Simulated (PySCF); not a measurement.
FS, SMILES F[S], multiplicity 2. Geometry: B3LYP-D3(BJ)/def2-TZVPD.

These are B3LYP-D3(BJ)/def2-TZVPD (PySCF) values and carry that method's errors.

Harmonic wavenumbers (cm⁻¹): 825. Rotational constants (GHz): 16.35 (linear); symmetry number 1.

**Question.** Work out the zero-point energy and the ideal-gas rigid-rotor harmonic-oscillator thermochemistry at 298.15 K and 1 atm.

**Answer.** ZPE = ½ Σ hcν = ½ × 825 cm⁻¹ = 1.18 kcal/mol. H − E(el) = 3.30 kcal/mol. Entropy in cal/(mol K): translation 37.71, rotation 13.79, vibration 0.19, spin 1.38, total 53.07. G − E(el) = -12.53 kcal/mol. Cp = 7.57 cal/(mol K).
